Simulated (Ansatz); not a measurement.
`CC(C)N[Si](Cl)(Cl)Cl` + H₂S → `S[Si](Cl)(Cl)Cl` + `CC(C)N`  (ligand exchange at the Si–N bond)

Calculated with Ansatz (gas phase, PBE0-D4/def2-TZVP geometries, no zero-point term in ΔE). CCSD(T)/CBS is the MP2 limit (def2-TZVPP, def2-QZVPP) plus CCSD(T) − MP2 in def2-TZVPP, frozen cores. This one scheme is used for every species. One conformer a species, not always the lowest.

```json
{"species": "`CC(C)N[Si](Cl)(Cl)Cl`", "CCSD(T)/CBS(def2) energy (Eh)": "-1842.29631"}
{"species": "H₂S", "CCSD(T)/CBS(def2) energy (Eh)": "-398.97279"}
{"species": "`S[Si](Cl)(Cl)Cl`", "CCSD(T)/CBS(def2) energy (Eh)": "-2066.97878"}
{"species": "`CC(C)N`", "CCSD(T)/CBS(def2) energy (Eh)": "-174.28253"}
```

(1) Work out ΔE.

Largest T1 diagnostic among the species: 0.010.

Answers

(1) ΔE = (-2066.97878) + (-174.28253) − (-1842.29631) − (-398.97279) = 0.00779 Eh = +20.5 kJ/mol.

From BLYP to BHLYP (50 % exact exchange), in def2-TZVPP and without D4, ΔE moves by +10.5 kJ/mol. At CCSD(T), def2-SVP lies +9.6 kJ/mol from the extrapolated value and def2-TZVPP +3.8 kJ/mol. The D4 term adds +8.3 kJ/mol with B3LYP and +5.9 kJ/mol with PBE0; it sums over pairs of atoms, weighted by their polarisabilities, and B3LYP, whose exchange is more repulsive, gets the larger term.

B3LYP here is the variant with VWN-RPA as its local correlation; programs differ in this.
